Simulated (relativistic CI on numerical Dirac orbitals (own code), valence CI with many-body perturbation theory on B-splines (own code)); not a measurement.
Lu I: a short configuration list, a large CI and many-body theory against measured levels

Six calculations, all with the Dirac-Coulomb Hamiltonian. A to C use 20 configurations on KLI orbitals optimised for each, with Breit and QED terms: A ab initio, B with Slater integrals scaled by 0.85, C with the P86 correlation functional added as well. Their list is 5d 6s2, 6s2 6p, 5d 6s 6p, 5d2 6s, 6s2 7s, 6s2 7p, 6s2 6d, 5d3, 6s2 5f, 5d 6s 6d, 6s2 8s, 6s2 8p, 6s2 7d, 6s2 6f, 5d 6p2, 6p3, 6p2 7s, 6p2 7p, 6p2 6d, 6s 6p2. D to F correlate the 3 valence electrons outside the frozen Dirac-Fock core [Xe] 4f14 of the bare core ion, in 81 B-spline orbitals (133,090 selected states over all symmetries, the rest in second order). F holds the one-electron core-valence potential Σ₁, the screening Σ₂ of the valence interaction, a three-electron term, Breit and QED; D (none of these) and E (Σ₁ alone) are solved again in the space of F. The core's calculated polarisability is 4.26 bohr³.

Computed minus measured energy above the ground level, in cm⁻¹, for 8 of the 14 excited levels that pair with a measured one in all six and keep their character from D to F (pairs that miss by over 12,000 cm⁻¹ in F, or 15,000 in both A and B, are taken as false; terms as labelled in the source; one J of a term):

| Configuration | Term | J | Measured | A | B | C | D | E | F |
| --- | --- | --- | --- | --- | --- | --- | --- | --- | --- |
| 5d 6s2 | 2D | 5/2 | 1994 | -600 | -628 | -610 | -754 | -93 | -90 |
| 6s2 6p | 2P° | 1/2 | 4136 | -3151 | -3263 | -1460 | -5311 | -1824 | 381 |
| 5d2 6s | 4F | 3/2 | 18851 | 962 | 560 | -198 | 2840 | 1352 | -922 |
| 6s2 7s | 2S | 1/2 | 24126 | -3667 | -4199 | 156 | -4485 | 473 | 499 |
| 5d2 6s | 2D | 3/2 | 24518 | -1092 | -1336 | -1203 | -1085 | 41 | -764 |
| 5d2 6s | 2G | 9/2 | 26671 | 3386 | 1894 | 1219 | 1208 | 1461 | 141 |
| 6s2 7p | 2P° | 1/2 | 29431 | -4178 | -4719 | 294 | -4615 | 200 | 231 |
| 6s2 6d | 2D | 3/2 | 31542 | -4406 | -5025 | -50 | -4640 | 485 | 456 |

Mean absolute errors, in cm⁻¹:

```tsv
Levels	A	B	C	D	E	F
all, 14	2193	2282	774	2984	854	604
5d2 6s, 7	960	778	914	1678	979	849
```

Measured levels: NIST Handbook of Basic Atomic Spectroscopic Data (Sansonetti and Martin, J. Phys. Chem. Ref. Data 34, 1559 (2005)). The scale of B and the settings of D to F were settled with such spectra in view, so this is no blind test.

From closest to farthest the columns rank F (604), C (774), E (854), A (2193), B (2282), D (2984); over all 45 levels that F pairs, its error is 494. The configuration that the core terms move most is 6s2 6p: its mean error is -5452 in D, and Σ₁, Σ₂, the three-electron term, and Breit with QED change it by +3769, +1872, +58 and +146, to +392 in F. D keeps the core as it is in the bare core ion; d electrons reach into the outer core shells, and the relaxation of those shells, which differs with the number of d electrons, enters only through these terms. In A 6s2 6p, 6s2 7s, 6s2 7p, 6s2 6d lie too low on average. The largest residue of F is in 5d2 6s (849). The run behind D to F took about 4 min of CPU with its rates, the short lists 4 s (one thread, shared hosts). The ionisation energy is 4.955 eV in D, 5.494 in E and 5.488 in F, against 5.426 eV in NIST ASD (measured).
